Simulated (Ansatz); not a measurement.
Total energies of Si₄⁺ from Ansatz at PBE-D4/def2-TZVP, gas phase (1 Eh = 27.2114 eV = 2625.5 kJ/mol). The reference geometry is relaxed at r2SCAN-D4/def2-TZVP.

Cartesian coordinates in Å:
```
Si 0.849 0.853 0.545
Si -1.170 1.403 -0.371
Si -0.849 -0.853 -0.546
Si 1.171 -1.402 0.372
```

| state | geometry | energy (Eh) |
| --- | --- | --- |
| charge 1 doublet | reference | -1157.07805 |
| charge 0 singlet | reference | -1157.34977 |
| charge 1 quartet | relaxed at r2SCAN-D4/def2-TZVP | -1157.02791 |

Task: Work out the vertical electron affinity, to the singlet.

Result: E(charge 1 doublet) − E(charge 0 singlet) = -1157.07805 − (-1157.34977) = 0.27172 Eh = 7.39 eV.

Task: Which of the charge 1 states is lowest, and how far above it are the others?

Result: The doublet. quartet: -1157.02791 − (-1157.07805) = 0.05014 Eh = 131.6 kJ/mol.

The structure comes from a short search, and lower isomers may exist.
